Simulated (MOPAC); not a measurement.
MOPAC input (AM1):

```
AM1 1SCF GEO-OK AUX(PRECISION=9) THREADS=1
C2H9GeN

C    -1.93184900 1   -0.44554700 1   -0.11029200 1
N    -0.75577400 1    0.18954200 1    0.45683100 1
C    -0.94140600 1    1.61307100 1    0.67414700 1
Ge    0.88453000 1   -0.34332700 1   -0.21581900 1
H    -2.21263300 1   -0.04580800 1   -1.09858000 1
H    -1.77212900 1   -1.52011500 1   -0.21380600 1
H    -2.78948500 1   -0.30043700 1    0.55560300 1
H    -0.05675000 1    2.04527200 1    1.14479000 1
H    -1.78941400 1    1.77819300 1    1.34766800 1
H    -1.14394800 1    2.17543400 1   -0.25217300 1
H     0.91894400 1   -1.87870800 1   -0.15079100 1
H     1.96321900 1    0.29180000 1    0.67628500 1
H     1.10720100 1    0.10889100 1   -1.68372900 1
```

From the output:

```
                                                       MOPAC v23.2.5 Linux

          FINAL HEAT OF FORMATION =         19.40944 KCAL/MOL =      81.20910 KJ/MOL

          COSMO AREA              =        128.90 SQUARE ANGSTROMS
          COSMO VOLUME            =        121.21 CUBIC ANGSTROMS

          IONIZATION POTENTIAL    =          8.925634 EV
          HOMO LUMO ENERGIES (EV) =         -8.926  0.967
          NO. OF FILLED LEVELS    =         13
          MOLECULAR WEIGHT        =        119.6898         POINT GROUP:  Cs

          MOLECULAR DIMENSIONS (Angstroms)

            Atom       Atom       Distance
            H    11    H     9     4.79098
            H    12    H     5     4.27857
            H    13    H     7     3.12670

          SCF CALCULATIONS        =          1

   ATOM   CHEMICAL          X               Y               Z
  NUMBER   SYMBOL      (ANGSTROMS)     (ANGSTROMS)     (ANGSTROMS)

     1       C         -1.93184900  *  -0.44554700  *  -0.11029200  *
     2       N         -0.75577400  *   0.18954200  *   0.45683100  *
     3       C         -0.94140600  *   1.61307100  *   0.67414700  *
     4      Ge          0.88453000  *  -0.34332700  *  -0.21581900  *
     5       H         -2.21263300  *  -0.04580800  *  -1.09858000  *
     6       H         -1.77212900  *  -1.52011500  *  -0.21380600  *
     7       H         -2.78948500  *  -0.30043700  *   0.55560300  *
     8       H         -0.05675000  *   2.04527200  *   1.14479000  *
     9       H         -1.78941400  *   1.77819300  *   1.34766800  *
    10       H         -1.14394800  *   2.17543400  *  -0.25217300  *
    11       H          0.91894400  *  -1.87870800  *  -0.15079100  *
    12       H          1.96321900  *   0.29180000  *   0.67628500  *
    13       H          1.10720100  *   0.10889100  *  -1.68372900  *

                             CARTESIAN COORDINATES

   1    C       -1.931849000    -0.445547000    -0.110292000
   2    N       -0.755774000     0.189542000     0.456831000
   3    C       -0.941406000     1.613071000     0.674147000
   4   Ge        0.884530000    -0.343327000    -0.215819000
   5    H       -2.212633000    -0.045808000    -1.098580000
   6    H       -1.772129000    -1.520115000    -0.213806000
   7    H       -2.789485000    -0.300437000     0.555603000
   8    H       -0.056750000     2.045272000     1.144790000
   9    H       -1.789414000     1.778193000     1.347668000
  10    H       -1.143948000     2.175434000    -0.252173000
  11    H        0.918944000    -1.878708000    -0.150791000
  12    H        1.963219000     0.291800000     0.676285000
  13    H        1.107201000     0.108891000    -1.683729000

           Empirical Formula: C2 H9 N Ge  =    13 atoms

      MOLECULAR POINT GROUP   :   Cs

                  EIGENVALUES
 -36.54390 -28.35425 -23.32915 -16.77826 -15.46202 -15.28361 -14.27626 -13.05157
 -12.52534 -12.02396 -11.41309 -11.40624  -8.92563   0.96748   1.00710   1.03256
   2.46579   4.04328   4.38330   4.56219   4.66965   5.02146   5.04054   5.31670
   6.20724

              NET ATOMIC CHARGES AND DIPOLE CONTRIBUTIONS

  ATOM NO.   TYPE          CHARGE      No. of ELECS.   s-Pop       p-Pop
    1          C          -0.096298        4.0963     1.21583     2.88046
    2          N          -0.490828        5.4908     1.60132     3.88951
    3          C          -0.096298        4.0963     1.21583     2.88046
    4         Ge           0.702670        3.2973     0.87765     2.41968
    5          H           0.038235        0.9618     0.96177
    6          H           0.074602        0.9254     0.92540
    7          H           0.075458        0.9245     0.92454
    8          H           0.074602        0.9254     0.92540
    9          H           0.075458        0.9245     0.92454
   10          H           0.038235        0.9618     0.96177
   11          H          -0.127431        1.1274     1.12743
   12          H          -0.127432        1.1274     1.12743
   13          H          -0.140973        1.1410     1.14097
 DIPOLE           X         Y         Z       TOTAL
 POINT-CHG.     0.651    -0.133    -0.472     0.815
 HYBRID        -0.702     0.471    -0.350     0.915
 SUM           -0.051     0.338    -0.823     0.891

          ATOMIC ORBITAL ELECTRON POPULATIONS

     Atom    s        px        py        pz
    1  C   1.21583   0.92520   0.98125   0.97402
    2  N   1.60132   1.10814   1.12475   1.65662
    3  C   1.21583   1.01862   0.86588   0.99597
    4 Ge   0.87765   0.73741   0.85686   0.82540
    5  H   0.96177
    6  H   0.92540
    7  H   0.92454
    8  H   0.92540
    9  H   0.92454
   10  H   0.96177
   11  H   1.12743
   12  H   1.12743
   13  H   1.14097

 **********************
 *                    *
 * JOB ENDED NORMALLY *
 *                    *
 **********************

 == MOPAC DONE ==
```

The geometry given is a B3LYP-D3(BJ)/def2-TZVP minimum.
